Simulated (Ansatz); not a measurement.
Geometry optimisation, RKS PBE0/def2-SVP (Ansatz).

Input:

```yaml
crystal:
  periodic: [false, false, false]
  atoms:
    - { symbol: Ge, position_ang: [-0.51023, -0.225336, -0.621543] }
    - { symbol: Cl, position_ang: [0.404914, 0.763499, 2.53126] }
    - { symbol: O, position_ang: [1.068464, -0.796663, -0.16154] }
    - { symbol: H, position_ang: [1.319169, -0.431837, 0.701614] }
    - { symbol: Cl, position_ang: [-0.568811, 1.875447, -0.983601] }
    - { symbol: Cl, position_ang: [-1.046121, -1.244557, -2.418269] }
    - { symbol: O, position_ang: [-1.704133, -0.648548, 0.612687] }
    - { symbol: H, position_ang: [-2.532963, -0.971088, 0.24047] }
    - { symbol: H, position_ang: [-0.746388, 0.097283, 2.451521] }
basis:
  gaussian: { orbitals: def2-SVP }
hamiltonian:
  xc: pbe0
relax:
  f_tol: 0.03
  max_steps: 50
output:
  orbitals: {}
```

Command:

```bash
$ ansatz run input.yaml --threads 4 --pin off --max-ram 5120MiB --backend cpu --events-out ev --progress --plain --runs-dir out
```

Where does it end, and by what steps?

It converged. After 13 steps the energy has fallen by 0.140 eV; H8 moved furthest, 0.77 Å.

```tsv
step	energy less start (eV)	largest force component (eV/Å)	accepted
0	0.0000	0.894	yes
1	-0.0207	1.161	yes
2	-0.0034	1.801	no
3	-0.0806	0.213	yes
4	-0.0973	0.133	yes
5	-0.1079	0.680	yes
6	-0.1294	0.210	yes
7	-0.1273	0.746	no
8	-0.1356	0.057	yes
9	-0.1360	0.205	yes
10	-0.1389	0.228	yes
11	-0.1397	0.045	yes
12	-0.1400	0.047	yes
13	-0.1402	0.026	yes
```

```xyz
9
Properties=species:S:1:pos:R:3
Ge -0.491 -0.230 -0.735
Cl 0.326 0.175 2.916
O 1.130 -0.493 -0.177
H 1.231 -0.241 0.759
Cl -0.863 1.764 -1.405
Cl -0.903 -1.573 -2.326
O -1.571 -0.541 0.645
H -2.483 -0.252 0.506
H -0.691 -0.192 2.170
```

Run time: 42 s on 4 threads of Arm Neoverse V1, on a shared host, peak memory 0.38 GiB.
